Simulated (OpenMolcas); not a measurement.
Cu4+ (d7) among equal point charges was computed by CASSCF with the d shell active (OpenMolcas, ANO-RCC-VDZP on the metal). Its lowest spin-free states, and all those of the highest spin:

```tsv
2S+1	Degeneracy	E (cm-1)
4	1	0.0
4	2	1081
4	1	3092
4	2	4092
4	1	6899
2	1	23977
4	2	25274
2	1	25283
2	2	25772
2	1	26170
2	1	26434
2	2	26979
4	1	30381
```

**Question.** Is the site octahedral, tetrahedral or cube-like, axial, or of lower symmetry?

**Answer.** The states with 2S+1 = 4 have orbital degeneracies 1, 2, 1, 2, 1, 2, 1. There are pairs but no triples, so the site is axial: not cubic, but with a proper or improper axis of order three or more. The run had Cu4+ among 5 point charges of -2 e arranged as a square pyramid (C4v), 1.73 Å from the ion, with the axial distance 1.505 Å.

Spin-orbit coupling mixes the spin-free states strongly: the lowest level takes only 68 % from its leading state, an unlabelled state of the same spin as most of the rest. Without dynamic correlation the repulsion within the d shell is too large (B by tens of per cent), so at a given field states of lower spin stand too high. Point charges give a weaker field than real ligands, and real ions of this kind are often low spin; the high spin found here belongs to the model. Point charges carry no covalency, so the field is a model and not that of real ligands. An unlabelled pair can be two single states that coincide in this model. No measured value stands beside these numbers.
